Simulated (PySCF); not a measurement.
C₆H₆NO (doublet state).
Cartesian coordinates in Å at the GFN2-xTB level; atoms count from 1:
```
atom  x, y, z in Å
C1     3.737    1.041    0.666
C2     2.594    0.446    0.543
C3     1.411   -0.083    0.363
C4     0.328   -0.664    0.261
C5    -0.995   -1.155   -0.017
N6    -1.799   -0.173   -0.741
C7    -2.980    0.263   -0.268
O8    -3.524   -0.145    0.726
H9     4.535    0.634    1.274
H10    3.964    1.977    0.168
H11   -0.932   -2.084   -0.602
H12   -1.539   -1.361    0.913
H13   -1.382    0.257   -1.552
H14   -3.419    1.045   -0.916
```

The hyperfine couplings belong to this conformer and change with its torsions.

Identity: `C=[C]C#CCNC=O` [radical].

Computed, not measured: UKS B3LYP, pcH-1 on C H N O, non-relativistic, mean-field spin-orbit, GIAO in PySCF 2.14.0. One conformer (not necessarily the lowest) at the GFN2-xTB geometry, without solvent, vibrations or thermal averaging. The geometry wasn't refined by DFT: couplings that depend on bond lengths, twists or pyramidal angles can differ widely from those at the functional's own minimum. Stability of the SCF solution: not tested. ⟨S²⟩ is 0.776 where a pure state has 0.75.

Question: Give the principal g shifts and their parts.

Answer: 
```
                    Δg (ppm)      1     2     3
relativistic mass correction   -152  -152  -152
            gauge correction     41     4    40
   orbital Zeeman/spin–orbit  -1132   -21   570
                       total  -1243  -169   457
```

So g = 2.00108, 2.00215, 2.00278 and g_iso = 2.00200; the tensor is rhombic: the two nearest values differ by 37 % of g3 − g1. Axes: g1 points within 1° of the C1–C2 bond.

Question: At 9.725 GHz, how far is the centre of the isotropic spectrum from where a free electron (g = 2.002319) resonates?

Answer: B = hν/(g μB) with μB/h = 13.99624 MHz/mT gives 347.01 mT for the free electron and 347.07 mT at g_iso, 0.06 mT higher.

Question: How much does each term add to the isotropic shift?

Answer: The orbital-Zeeman/spin–orbit term -194, the mass correction -152 and the gauge correction 29 ppm, for a total of -318 ppm. The orbital-Zeeman/spin–orbit term is the largest in size. The mass correction is the same along every axis, so the anisotropy comes from the other two: their spans along these axes are 37 (gauge) and 1701 ppm (orbital Zeeman/spin–orbit).

Question: What are the electron Larmor frequencies g μB B/h along the three axes at 330 mT?

Answer: 9.2425, 9.2475, 9.2503 GHz for g1, g2 and g3, a range of 7.9 MHz.

Question: In a frozen sample, at which fields do the three g values resonate at 9.5, 34, 94 and 263 GHz (hyperfine left aside), and which band first spreads them over more than twice a line width of 0.3 mT?

Answer: 
```tsv
band	GHz	B(g3) mT	B(g2) mT	B(g1) mT	spread mT
X	9.5	338.91	339.01	339.19	0.29
Q	34.0	1212.93	1213.31	1213.96	1.03
W	94.0	3353.39	3354.44	3356.24	2.85
J	263.0	9382.35	9385.29	9390.32	7.97
```

The spread grows in proportion to the frequency. Q band is the first where it exceeds 0.6 mT.

The Mulliken spin populations are largest on C2 (+0.69), C4 (+0.60), C3 (-0.26) and C1 (-0.16).

The HOMO–LUMO gaps are 4.17 eV among the α and 4.27 eV among the β orbitals.

Hardware: one thread of an Arm Neoverse V2 (shared host). Cost: 62 s of wall time (grids of density and orbitals included), 0.90 GiB resident at most.
